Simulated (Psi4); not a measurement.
C$_{6}$H$_{15}$O$_{3}$ (SMILES COCC[OH+]CCOC), charge +1, singlet, at a GFN2-xTB geometry, with bond 23-9 at 1.3 times its length; Psi4 1.11 with HF/STO-3G.

The Psi4 input:
```
memory 2 GB

molecule mol {
1 1
C     2.003197   -1.893961   -0.911233
O     1.500158   -0.678166   -0.386983
C     2.140698   -0.243986    0.796643
C     1.327764    0.972029    1.240304
O    -0.052348    0.554843    1.116944
C    -1.050453    1.563890    0.834836
C    -2.143874    0.822304    0.066155
O    -1.438339    0.053130   -0.887975
C    -2.248275   -0.835909   -1.636077
H     1.879060   -2.709433   -0.193037
H     3.059207   -1.798878   -1.172343
H     1.423871   -2.097875   -1.807775
H     2.113926   -1.034924    1.558974
H     3.184797    0.032996    0.613857
H     1.520879    1.249580    2.277351
H     1.522886    1.819979    0.578210
H    -0.052785   -0.035656    0.257558
H    -0.619241    2.353084    0.212994
H    -1.408849    1.978694    1.777855
H    -2.720669    0.168249    0.734713
H    -2.830300    1.529957   -0.411671
H    -1.578416   -1.350704   -2.319643
H    -2.889268   -1.776662   -0.784193
H    -3.003130   -0.290160   -2.205926
}

set {
  basis sto-3g
  reference rhf
  damping_percentage 50
}

energy('scf')
print_variables()
```

Q: Write the output that Psi4 gives for this input, abridged.

A: 
```
   => Loading Basis Set <=

    Name: STO-3G
    Role: ORBITAL
    Keyword: BASIS

         ---------------------------------------------------------
                                   SCF
               by Justin Turney, Rob Parrish, Andy Simmonett
                          and Daniel G. A. Smith
                              RHF Reference
         ---------------------------------------------------------

  ==> Geometry <==

    Molecular point group: c1
    Full point group: C1

    Geometry (in Angstrom), charge = 1, multiplicity = 1:

       Center              X                  Y                   Z               Mass
    ------------   -----------------  -----------------  -----------------  -----------------
         C            2.002464034273    -1.905156747225    -0.920634254912    12.000000000000
         O            1.499425034273    -0.689361747225    -0.396384254912    15.994914619570
         C            2.139965034273    -0.255181747225     0.787241745088    12.000000000000
         C            1.327031034273     0.960833252775     1.230902745088    12.000000000000
         O           -0.053080965727     0.543647252775     1.107542745088    15.994914619570
         C           -1.051185965727     1.552694252775     0.825434745088    12.000000000000
         C           -2.144606965727     0.811108252775     0.056753745088    12.000000000000
         O           -1.439071965727     0.041934252775    -0.897376254912    15.994914619570
         C           -2.249007965727    -0.847104747225    -1.645478254912    12.000000000000
         H            1.878327034273    -2.720628747225    -0.202438254912     1.007825032230
         H            3.058474034273    -1.810073747225    -1.181744254912     1.007825032230
         H            1.423138034273    -2.109070747225    -1.817176254912     1.007825032230
         H            2.113193034273    -1.046119747225     1.549572745088     1.007825032230
         H            3.184064034273     0.021800252775     0.604455745088     1.007825032230
         H            1.520146034273     1.238384252775     2.267949745088     1.007825032230
         H            1.522153034273     1.808783252775     0.568808745088     1.007825032230
         H           -0.053517965727    -0.046851747225     0.248156745088     1.007825032230
         H           -0.619973965727     2.341888252775     0.203592745088     1.007825032230
[...]
   @DF-RHF iter  89:  -454.49519469139216   -9.33583e-05   2.38973e-05 DIIS/DAMP=50%
   @DF-RHF iter  90:  -454.49544868255242   -2.53991e-04   1.80068e-06 DIIS/DAMP=50%
   @DF-RHF iter  91:  -454.49548581354162   -3.71310e-05   1.61902e-06 DIIS/DAMP=50%
   @DF-RHF iter  92:  -454.49547931433693    6.49920e-06   3.14368e-06 DIIS/DAMP=50%
   @DF-RHF iter  93:  -454.49546547284746    1.38415e-05   4.45492e-06 DIIS/DAMP=50%
   @DF-RHF iter  94:  -454.49548471193782   -1.92391e-05   4.94282e-06 DIIS/DAMP=50%
   @DF-RHF iter  95:  -454.49546575949159    1.89524e-05   6.57975e-06 DIIS/DAMP=50%
   @DF-RHF iter  96:  -454.49549891371805   -3.31542e-05   7.00959e-06 DIIS/DAMP=50%
   @DF-RHF iter  97:  -454.49565599442553   -1.57081e-04   1.19301e-05 DIIS/DAMP=50%
   @DF-RHF iter  98:  -454.49533451907570    3.21475e-04   2.60182e-05 DIIS/DAMP=50%
   @DF-RHF iter  99:  -454.49539245891862   -5.79398e-05   1.50117e-05 DIIS/DAMP=50%
   @DF-RHF iter 100:  -454.49549972430560   -1.07265e-04   1.14837e-05 DIIS/DAMP=50%

PsiException: Could not converge SCF iterations in 100 iterations.

  Failed to converge.

Traceback (most recent call last):
  File "psi4", line 375, in <module>
  File "<string>", line 46, in <module>
  File "site-packages/psi4/driver/driver.py", line 533, in energy
  File "site-packages/psi4/driver/procrouting/proc.py", line 2760, in run_scf
  File "site-packages/psi4/driver/procrouting/proc.py", line 2047, in scf_helper
  File "site-packages/psi4/driver/procrouting/scf_proc/scf_iterator.py", line 93, in scf_compute_energy
  File "site-packages/psi4/driver/procrouting/scf_proc/scf_iterator.py", line 86, in scf_compute_energy
  File "site-packages/psi4/driver/procrouting/scf_proc/scf_iterator.py", line 609, in scf_iterate

psi4.driver.p4util.exceptions.SCFConvergenceError: Could not converge SCF iterations in 100 iterations.

Printing out the relevant lines from the Psithon --> Python processed input file:
    ""","mol")
    core.IO.set_default_namespace("mol")
    core.set_global_option("BASIS", "sto-3g")
    core.set_global_option("REFERENCE", "rhf")
    core.set_global_option("DAMPING_PERCENTAGE", 50)
--> energy('scf')
    print_variables()

!-------------------------------------------------------!
!                                                       !
!  Could not converge SCF iterations in 100 iterations. !
!                                                       !
!-------------------------------------------------------!
```

The run did not converge; its last values are not results.
